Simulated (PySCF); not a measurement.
Geometry:
| atom | x (Å) | y (Å) | z (Å) |
| --- | --- | --- | --- |
| N1 | -3.782 | -1.321 | -0.392 |
| C2 | -2.762 | -0.965 | -0.018 |
| C3 | -1.472 | -0.507 | 0.439 |
| C4 | -1.173 | 0.881 | -0.144 |
| C5 | 0.017 | 1.521 | 0.560 |
| Si6 | 1.526 | 0.369 | 0.427 |
| P7 | 2.341 | 0.630 | -1.664 |
| N8 | 0.854 | -1.201 | 0.684 |
| C9 | -0.406 | -1.545 | 0.061 |
| H10 | -1.504 | -0.433 | 1.533 |
| H11 | -2.061 | 1.512 | -0.037 |
| H12 | -0.963 | 0.781 | -1.213 |
| H13 | 0.219 | 2.493 | 0.109 |
| H14 | -0.234 | 1.701 | 1.605 |
| H15 | 2.479 | 0.528 | 1.530 |
| H16 | 3.009 | 1.811 | -1.394 |
| H17 | 3.475 | -0.132 | -1.441 |
| H18 | 1.483 | -1.989 | 0.713 |
| H19 | -0.329 | -1.592 | -1.036 |
| H20 | -0.722 | -2.531 | 0.418 |

Computed data (PySCF 2.14): shieldings: GIAO PBE0/pcSseg-1, GFN2-xTB geometry. Single conformer, no solvent model, one averaged value for each set of equivalent atoms, relativity neglected.

**Question.** List the cross peaks expected in HSQC, COSY and HMBC spectra.

**Answer.** 

HSQC (one-bond C–H):
```csv
δH,δC
3.36 (H19),49.9 (C9)
3.30 (H20),49.9 (C9)
2.48 (H11),31.1 (C4)
2.25 (H10),32.0 (C3)
2.08 (H12),31.1 (C4)
1.05 (H14),14.0 (C5)
0.68 (H13),14.0 (C5)
```

COSY cross peaks (H two or three bonds apart, from the bond graph; peaks can be absent where the dihedral angle is near 90°):
```csv
δH,δH
5.46 (H15),1.05 (H14)
5.46 (H15),0.85 (H16/H17)
5.46 (H15),0.68 (H13)
3.36 (H19),3.30 (H20)
3.36 (H19),2.25 (H10)
3.30 (H20),2.25 (H10)
2.48 (H11),2.25 (H10)
2.48 (H11),2.08 (H12)
2.48 (H11),1.05 (H14)
2.48 (H11),0.68 (H13)
2.25 (H10),2.08 (H12)
2.08 (H12),1.05 (H14)
2.08 (H12),0.68 (H13)
1.05 (H14),0.68 (H13)
```

HMBC (two and three bonds, from the bond graph):
```csv
δH,δC
5.46 (H15),"49.9 (C9), 31.1 (C4), 14.0 (C5)"
3.36 (H19),"125.9 (C2), 32.0 (C3), 31.1 (C4)"
3.30 (H20),"125.9 (C2), 32.0 (C3), 31.1 (C4)"
2.48 (H11),"125.9 (C2), 49.9 (C9), 32.0 (C3), 14.0 (C5)"
2.25 (H10),"125.9 (C2), 49.9 (C9), 31.1 (C4), 14.0 (C5)"
2.08 (H12),"125.9 (C2), 49.9 (C9), 32.0 (C3), 14.0 (C5)"
1.05 (H14),"32.0 (C3), 31.1 (C4)"
0.85 (H16/H17),14.0 (C5)
0.68 (H13),"32.0 (C3), 31.1 (C4)"
```

References, each an isolated molecule treated in the same way: ¹H, ¹³C vs TMS.

Short H···H contacts in this conformer between protons four or more bonds apart (candidates for NOE cross peaks, intensity ∝ r⁻⁶): H12···H19 2.46 Å, H10···H14 2.48 Å.

The OH or NH signal is concentration- and solvent-dependent in practice; the value given is the gas-phase one. Shifts are as computed. Against solution values, carbons near 30 ppm lie about +3 ppm off and those near 130 ppm about +5 ppm. Of 1211 compounds with measured shifts, 218 miss one by over three times the rms of a fit or turn the order of signals round; such compounds aren't used in these exercises.
